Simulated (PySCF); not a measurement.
Cl6Si2, triplet, at the geometry of the source list (a higher spin typed on purpose: for a closed-shell molecule this is an excited state); DF-PBE0/6-31G run with PySCF.

The PySCF input:
```python
from pyscf import gto, scf, dft

mol = gto.M(
    atom='''
Cl    2.12070000   -0.45550000   -1.55080000
Si    1.15080000   -0.11000000    0.18490000
Cl    1.90370000    1.57270000    1.00630000
Cl    1.52670000   -1.64790000    1.43660000
Si   -1.15080000    0.11000000   -0.18490000
Cl   -1.52670000    1.64790000   -1.43650000
Cl   -1.90370000   -1.57260000   -1.00630000
Cl   -2.12080000    0.45550000    1.55080000
''',
    basis='6-31g',
    spin=2,
    verbose=4,
)

mf = dft.UKS(mol)
mf.xc = 'pbe0'
mf = mf.density_fit(auxbasis='def2-universal-jkfit')
mf.kernel()
```

It wrote (shortened):

```
PySCF version 2.14.0

[INPUT] verbose = 4
[INPUT] num. atoms = 8
[INPUT] num. electrons = 130
[INPUT] charge = 0
[INPUT] spin (= nelec alpha-beta = 2S) = 2
[INPUT] symmetry False subgroup None
[INPUT] Mole.unit = angstrom
[INPUT] Symbol           X                Y                Z      unit          X                Y                Z       unit  Magmom
[INPUT]  1 Cl     2.120700000000  -0.455500000000  -1.550800000000 AA    4.007542192365  -0.860770249739  -2.930587273975 Bohr   0.0
[INPUT]  2 Si     1.150800000000  -0.110000000000   0.184900000000 AA    2.174696824149  -0.207869873702   0.349410360432 Bohr   0.0
[INPUT]  3 Cl     1.903700000000   1.572700000000   1.006300000000 AA    3.597471623335   2.971972276103   1.901631399150 Bohr   0.0
[INPUT]  4 Cl     1.526700000000  -1.647900000000   1.436600000000 AA    2.885044874373  -3.114079680671   2.714780550550 Bohr   0.0
[INPUT]  5 Si    -1.150800000000   0.110000000000  -0.184900000000 AA   -2.174696824149   0.207869873702  -0.349410360432 Bohr   0.0
[INPUT]  6 Cl    -1.526700000000   1.647900000000  -1.436500000000 AA   -2.885044874373   3.114079680671  -2.714591577938 Bohr   0.0
[INPUT]  7 Cl    -1.903700000000  -1.572600000000  -1.006300000000 AA   -3.597471623335  -2.971783303491  -1.901631399150 Bohr   0.0
[INPUT]  8 Cl    -2.120800000000   0.455500000000   1.550800000000 AA   -4.007731164978   0.860770249739   2.930587273975 Bohr   0.0

nuclear repulsion = 1213.6317363321
number of shells = 56
number of NR pGTOs = 368
number of NR cGTOs = 104
basis = 6-31g
ecp = {}

******** <class 'pyscf.df.df_jk.DFUKS'> ********
method = DFUKS
initial guess = minao
damping factor = 0
level_shift factor = 0
DIIS = <class 'pyscf.scf.diis.CDIIS'>
diis_start_cycle = 1
diis_space = 8
diis_damp = 0
SCF conv_tol = 1e-09
SCF conv_tol_grad = None
SCF max_cycles = 50
direct_scf = False
number electrons alpha = 66  beta = 64
XC library pyscf.dft.libxc version 7.1.2
    S. Lehtola, C. Steigemann, M. J. T. Oliveira, and M. A. L. Marques,  SoftwareX 7, 1–5 (2018)
XC functionals = pbe0
    C. Adamo and V. Barone,  J. Chem. Phys. 110, 6158 (1999)
    M. Ernzerhof and G. E. Scuseria,  J. Chem. Phys. 110, 5029 (1999)
radial grids:
    Treutler-Ahlrichs [JCP 102, 346 (1995); DOI:10.1063/1.469408] (M4) radial grids

becke partition: Becke, JCP 88, 2547 (1988); DOI:10.1063/1.454033
pruning grids: <function nwchem_prune>
grids dens level: 3
symmetrized grids: False
atomic radii adjust function: <function treutler_atomic_radii_adjust>
small_rho_cutoff = 0
Set gradient conv threshold to 3.16228e-05
tot grids = 151640
******** <class 'pyscf.df.df.DF'> ********
auxbasis = def2-universal-jkfit
init E= -3340.33517453206

cycle= 1 E= -3338.54429932293  delta_E= 1.79  |g|= 0.468  |ddm|=  8.1

cycle= 2 E= -3338.31818154662  delta_E= 0.226  |g|= 0.753  |ddm|= 5.41

cycle= 3 E= -3338.73547962772  delta_E= -0.417  |g|= 0.0203  |ddm|= 3.13

cycle= 4 E= -3338.73589417761  delta_E= -0.000415  |g|= 0.00273  |ddm|= 0.223

cycle= 5 E= -3338.73591310259  delta_E= -1.89e-05  |g|= 0.000616  |ddm|= 0.0783

cycle= 6 E= -3338.73591461577  delta_E= -1.51e-06  |g|= 0.000233  |ddm|= 0.0226

cycle= 7 E= -3338.73591469927  delta_E= -8.35e-08  |g|= 0.000197  |ddm|= 0.00363

cycle= 8 E= -3338.73591474927  delta_E= -5e-08  |g|= 2.45e-05  |ddm|= 0.00242

cycle= 9 E= -3338.73591475081  delta_E= -1.55e-09  |g|= 1.83e-05  |ddm|= 0.000491

cycle= 10 E= -3338.7359147511  delta_E= -2.85e-10  |g|= 4.08e-06  |ddm|= 0.000106

Extra cycle  E= -3338.73591475109  delta_E= 3.64e-12  |g|= 5.53e-06  |ddm|= 3.81e-05
converged SCF energy = -3338.73591475109  <S^2> = 2.0025354  2S+1 = 3.0016898
```
